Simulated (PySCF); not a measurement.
Species: sum formula SiN3H6Cl, charge 0, multiplicity 1. 
Geometry from a B3LYP-D3(BJ)/def2-TZVP (Ansatz) optimisation:
```xyz
11

Si    -0.0735     0.1897    -0.2931
Cl     0.3676    -0.9152     1.4224
N      1.0682    -0.3919    -1.4227
N     -0.0881     1.7972     0.2846
N     -1.5899    -0.0388    -1.0271
H      1.9697    -0.7243    -1.1234
H      1.0829    -0.0453    -2.3686
H     -0.2968     2.5665    -0.3315
H      0.4913     2.0743     1.0594
H     -1.7779    -0.8763    -1.5539
H     -2.4211     0.3414    -0.6042
```

Dispersion corrections to the total energy (kcal/mol) from the dftd3 and dftd4 libraries through PySCF: D3(BJ) without and D4 with the three-body term, each with the damping fitted for the functional named.

| functional | D3(BJ) | D4 |
|---|---|---|
| TPSSh | ___ | -7.90 |
| r2SCAN | -1.78 | -1.56 |
| CAM-B3LYP | -5.11 | -5.53 |
| TPSS | -7.91 | ___ |
| B3LYP | -10.99 | -10.42 |
| BP86 | -10.29 | ___ |
| HF | -46.38 | -22.02 |

**Question.** Some entries are withheld; supply them.

**Answer.** 
- TPSSh, D3(BJ): -7.33
- TPSS, D4: -8.71
- BP86, D4: -8.72
